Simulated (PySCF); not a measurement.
C₅H₁₂NPS.
Atom-mapped SMILES: `[CH3:1][P:2]1(=[NH:3])[CH2:4][CH2:5][S:6][CH2:7][CH2:8]1` (hydrogens: H9, H10, H11 on C1; H12 on N3; H13, H14 on C4; H15, H16 on C5; H17, H18 on C7; H19, H20 on C8)

The same species was optimised twice, with GFN2-xTB and with PBE0-D3(BJ)/def2-SVP (PySCF), and the same property calculations (PySCF, gas phase) were run on both structures.

```csv
coordinate,GFN2-xTB,PBE0-D3(BJ)/def2-SVP,change
C1–P2 (Å),1.847,1.827,-0.020
P2=N3 (Å),1.555,1.573,+0.018
P2–C4 (Å),1.862,1.844,-0.018
C4–C5 (Å),1.517,1.524,+0.007
C7–C8 (Å),1.517,1.524,+0.007
P2–C8 (Å),1.826,1.820,-0.006
C5–S6 (Å),1.819,1.817,-0.002
S6–C7 (Å),1.818,1.817,-0.001
S6–C7–C8 (°),111.5,113.7,+2.2
P2–C4–C5 (°),107.3,109.4,+2.1
C4–C5–S6 (°),111.5,113.4,+1.9
P2–C8–C7 (°),108.6,110.3,+1.7
N3–P2–C4 (°),118.5,117.0,-1.5
C1–P2–C4 (°),102.2,103.6,+1.4
C1–P2–N3 (°),120.8,119.4,-1.4
C1–P2–C8 (°),105.0,106.0,+1.0
```

Rotational constants: A = 2451, B = 1106, C = 1001 MHz (GFN2-xTB) against A = 2462, B = 1087, C = 981.3 MHz (PBE0-D3(BJ)/def2-SVP). Point groups within 0.08 Å: C1 and C1.

On the GFN2-xTB structure: HOMO (eV) -6.31 [PBE0/pcSseg-1]; LUMO (eV) 0.99 [PBE0/pcSseg-1]; dipole (D) 3.01 [PBE0/pcSseg-1]; GIAO shielding of C1 (ppm) 163.1 [PBE0/pcSseg-1]; GIAO shielding of P2 (ppm) 335.0 [PBE0/pcSseg-1]; GIAO shielding of N3 (ppm) 232.9 [PBE0/pcSseg-1]; GIAO shielding of C4/C8 (mean) (ppm) 148.9 [PBE0/pcSseg-1]; GIAO shielding of C5/C7 (mean) (ppm) 156.2 [PBE0/pcSseg-1]; GIAO shielding of S6 (ppm) 477.2 [PBE0/pcSseg-1].

**Question.** What do these properties become on the PBE0-D3(BJ)/def2-SVP structure?

**Answer.** 
```tsv
property	level	on GFN2-xTB	on PBE0-D3(BJ)/def2-SVP	change
HOMO (eV)	PBE0/pcSseg-1	-6.31	-6.19	+0.12
LUMO (eV)	PBE0/pcSseg-1	0.99	0.93	-0.06
dipole (D)	PBE0/pcSseg-1	3.01	3.13	+0.12
energy, GFN2-xTB geometry as zero (kcal/mol)	PBE0/pcSseg-1	0.0	-1.6	-1.6
GIAO shielding of C1 (ppm)	PBE0/pcSseg-1	163.1	162.1	-1.0
GIAO shielding of P2 (ppm)	PBE0/pcSseg-1	335.0	331.8	-3.2
GIAO shielding of N3 (ppm)	PBE0/pcSseg-1	232.9	230.2	-2.7
GIAO shielding of C4/C8 (mean) (ppm)	PBE0/pcSseg-1	148.9	150.3	+1.4
GIAO shielding of C5/C7 (mean) (ppm)	PBE0/pcSseg-1	156.2	155.8	-0.4
GIAO shielding of S6 (ppm)	PBE0/pcSseg-1	477.2	495.1	+17.9
```

The heavy atoms differ by 0.030 Å rms after alignment. Among bonds between heavy atoms C1–P2 changes most (-0.020 Å). Changes are differences of the printed values. Neither structure is proved a minimum here.
